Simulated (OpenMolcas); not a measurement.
Pt4+ in a point-charge field

Pt4+ among 4 point charges of -0.8 e arranged as a tetrahedron (Td), 2.04 Å from the ion.

```
Program             : OpenMolcas
Method              : CASSCF
Basis               : ANO-RCC-VDZP [7s6p4d2f]
Scalar Hamiltonian  : DKH2, point nucleus
Active space        : 6 electrons in 5 orbitals (5d)
State averaging     : 2S+1 = 5 even, 5 roots; 2S+1 = 3 even, 45 roots; 2S+1 = 1 even, 50 roots
Spin-orbit coupling : state interaction with AMFI integrals over the reference wave functions
```

The lowest spin-free states (labels of Td), above the lowest:

```tsv
State	Degeneracy	E (cm-1)	Free-ion L (%)
5E	2	0.0	D (100)
5T2	3	1476	D (100)
3T1	3	18907	H (91)
3E	2	19388	H (99)
3T2	3	20193	H (94)
3T1	3	20451	H (86)
3T1	3	22003	P (56)
3A2	1	22325	F (100)
3T2	3	22838	F (90)
3A1	1	23851	G (100)
3T1	3	23908	F (71)
3E	2	24522	G (98)
3T1	3	24550	G (87)
3T2	3	25492	G (96)
1E	2	28390	I (96)
1T2	3	28490	I (91)
1A2	1	28976	I (100)
1T2	3	29749	I (70)
1A1	1	29781	I (75)
1T1	3	29825	I (80)
```

The lowest levels with spin-orbit coupling:

```csv
E (cm-1),Degeneracy,Label,2S+1
0.0,1,A1,5 (82 %)
73.3,3,T1,5 (81 %)
103.8,2,E,5 (81 %)
269.3,3,T2,5 (80 %)
7300,2,E,5 (60 %)
7419,3,T2,5 (67 %)
7632,1,A2,5
8587,3,T2,5 (84 %)
8834,3,T1,5
12308,3,T1,5 (82 %)
12537,1,A1,5 (76 %)
18450,3,T2,3 (65 %)
19245,2,E,3 (67 %)
19536,3,T1,3 (67 %)
19865,1,A1,3 (68 %)
23808,1,A1,3 (86 %)
23850,3,T1,3 (85 %)
23905,3,T2,3 (85 %)
23922,2,E,3
23962,3,T1,3
```

Powder χT (cm3 K/mol): 0.2 at 2 K, 0.999 at 10 K, 3.95 at 50 K, 4.74 at 100 K, 5.05 at 200 K, 5.13 at 300 K. The effective moment at 300 K is 2.828 √(χT) = 6.41 μB.

Spin-orbit coupling mixes the spin-free states strongly: the lowest level takes only 54 % from its leading state, 5E. An orbital doublet at a regular site is open to a Jahn-Teller distortion, which this geometry leaves out. Without dynamic correlation the repulsion within the d shell is too large (B by tens of per cent), so at a given field states of lower spin stand too high. Point charges give a weaker field than real ligands, and real ions of this kind are as a rule low spin; the high spin found here belongs to the model. The ground term spreads over less than 5000 cm-1, several times less than with real ligands, so orbital moments are less quenched and χT lies further from the spin-only value than at real sites. Point charges carry no covalency, so the field is a model and not that of real ligands. No measured value stands beside these numbers.
